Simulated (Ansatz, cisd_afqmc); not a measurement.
Species: Bi, charge -1, triplet.

Total energies in def2-QZVPPD, 6 correlated electrons, 9 frozen orbitals. Radicals and triplets start from unrestricted determinants; spin-orbit coupling is neglected. Cores are frozen in correlated methods (noble-gas shells, and filled d and f shells in the p block). Past Kr the def2 sets carry scalar-relativistic core potentials. The Monte Carlo rows (phaseless AFQMC, CISD trial, step 0.005/hartree) carry one-sigma bars that omit the constraint's bias. Outlying blocks are dropped, and bars are widened where a walk drifts. Over all cases where full CI ran beside it in this data, AFQMC minus full CI had a median of +0.1 mEh and passed +0.4 mEh in a tenth of the cases. Spin-orbit terms, left out, reach several kcal/mol for Br and I, and more for heavier atoms.

```tsv
method	program	energy (Eh)	minus CCSDT(Q) (mEh)
HF	Ansatz	-213.58529	99.77
MP2	Ansatz	-213.66736	17.70
CCSD	Ansatz	-213.68032	4.74
CCSD(T)	Ansatz	-213.68430	0.75
CCSDT(Q)	Ansatz	-213.68506	0.00
AFQMC/CISD	cisd_afqmc	-213.6849 ± 0.0002	0.1 ± 0.2
```

Ansatz is an electronic-structure program.
